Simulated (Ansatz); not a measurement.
Calculated with Ansatz (gas phase, PBE0-D4/def2-TZVP geometries, no zero-point term in ΔE). CCSD(T)/CBS adds triple-zeta CCSD(T) − MP2 to the extrapolated MP2 energy (def2 sets, frozen cores). This one scheme is used for every species. DFT in def2-TZVPP. Each species was taken in one conformer, which may not be the lowest.

Consider the formal hydrolysis of the Si–Cl bond: `Cl[SiH2][SiH]1CO1` + H₂O → `O[SiH2][SiH]1CO1` + HCl.

```tsv
level	ΔE (eV)
PBE0-D4	0.13
ωB97X-V	0.07
PBE0	0.13
HF/def2-TZVPP	0.08
MP2/def2-TZVPP	0.08
CCSD/def2-TZVPP	0.05
CCSD(T)/def2-TZVPP	0.05
CCSD/CBS(def2)	0.12
```

**Question.** What does CCSD(T)/CBS give? (Best estimate.)

**Answer.** The calculation gave: +0.12 eV. The listed levels differ from it by 0.01, -0.05, 0.01, -0.04, -0.04, -0.07, -0.07, 0.00 eV.

Largest T1 diagnostic among the species: 0.014.
